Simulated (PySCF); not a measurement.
Molecule: SMILES C=COC(B)=C, C4H7BO.

Bonds (- single, = double, # triple, : aromatic): B1-C2 1.545 Å, C2=C3 1.352 Å, C2-O4 1.366 Å, O4-C5 1.353 Å, C5=C6 1.332 Å. B1 carries H7, H8; C3 carries H9, H10; C5 carries H11; C6 carries H12, H13. H9 is cis to B1; H13 is cis to O4; H10 is trans to B1; H12 is trans to O4.

Spin–spin couplings on one PBE0-D3(BJ)/def2-SVP geometry, PySCF, gas phase, non-relativistic, equivalent pairs averaged (spin–dipole term only in couplings to heteroatoms); isotopes $^{13}$C, $^{1}$H, $^{11}$B; functional B3LYP.

Q: How do the couplings (Hz) change with the basis set? Times are CPU seconds on 1 thread of an Arm Neoverse N1, shared host. Far from the basis limit: 6-31G*, pcJ-0, def2-TZVP, cc-pVTZ.

A: 
```
basis set  functions  $^{1}J$(C3,H9)  $^{1}J$(C5,H11)  $^{1}J$(C6,H12)  $^{1}J$(C6,H13)  $^{1}J$(C3,H10)  $^{1}J$(B1,H7)  $^{1}J$(C5,C6)  core-s
   6-31G*         98           179.3            177.5            173.5            170.6            166.4           150.5           100.1      17
    pcJ-0         99           156.9            165.1            153.3            150.4            146.7           127.4            70.8      17
def2-TZVP        228           170.5            176.3            166.4            160.0            155.3           134.8            91.0      58
  cc-pVTZ        278           160.5            165.3            158.3            151.3            146.8           135.9            98.9      74
```

The Fermi-contact term samples the wavefunction at the nucleus, which is why sets with added tight s functions (names with J) are made for couplings.
